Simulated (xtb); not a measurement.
C₂H₁₀O₂Si₂, SMILES O[Si@H](OC)C[SiH3]. All values are semi-empirical tight-binding results from xtb (GFN2-xTB unless named), good for trends rather than for accurate numbers. The structure is a stationary point at GFN2-xTB. The structure was generated by enumeration; whether it is a known compound was not checked. One conformer was computed; it need not be the lowest.

Optimised geometry:

Bonded distances (Å): C1–O2 1.397, C1–H7 1.093, C1–H8 1.092, C1–H9 1.091, O2–Si3 1.629, Si3–O4 1.631, Si3–C5 1.890, Si3–H10 1.459, O4–H11 0.954, C5–Si6 1.895, C5–H12 1.088, C5–H13 1.089, Si6–H14 1.463, Si6–H15 1.468, Si6–H16 1.473. Angles (°): O2–C1–H7 110.3, O2–C1–H8 111.2, O2–C1–H9 108.1, H7–C1–H8 108.5, H7–C1–H9 109.2, H8–C1–H9 109.5, C1–O2–Si3 126.7, O2–Si3–O4 112.9, O2–Si3–C5 102.4, O2–Si3–H10 113.2, O4–Si3–C5 113.9, O4–Si3–H10 99.1, C5–Si3–H10 115.9, Si3–O4–H11 121.4, Si3–C5–Si6 115.4, Si3–C5–H12 109.1, Si3–C5–H13 107.6, Si6–C5–H12 108.8, Si6–C5–H13 109.3, H12–C5–H13 106.2, C5–Si6–H14 111.9, C5–Si6–H15 109.3, C5–Si6–H16 109.9, H14–Si6–H15 109.1, H14–Si6–H16 108.7, H15–Si6–H16 107.8.

Computed properties:
```json
{
  "orbital_gap": "5.79 eV",
  "dipole_moment": "0.99 D",
  "zero_point_energy": "71.5 kcal/mol",
  "G − E(el) at 298.15 K (modified RRHO)": "48.9 kcal/mol",
  "static polarisability (D4 model)": "93.7 bohr³",
  "solvation energy, GFN2-xTB/ALPB(water)": "-3.0 kcal/mol",
  "solvation energy, GFN2-xTB/ALPB(dmf)": "-7.9 kcal/mol"
}
```

Computed atomic charges and the Wiberg bond orders between heavy atoms:
charges (e) C1 0.04, O2 -0.38, Si3 0.58, O4 -0.49, C5 -0.26, Si6 0.45, H7 0.03, H8 0.03, H9 0.05, H10 -0.07, H11 0.31, H12 0.02, H13 0.00, H14 -0.10, H15 -0.11, H16 -0.12. Bond orders C1–O2 1.00, O2–Si3 1.11, Si3–O4 1.15, Si3–C5 0.87, C5–Si6 0.92.
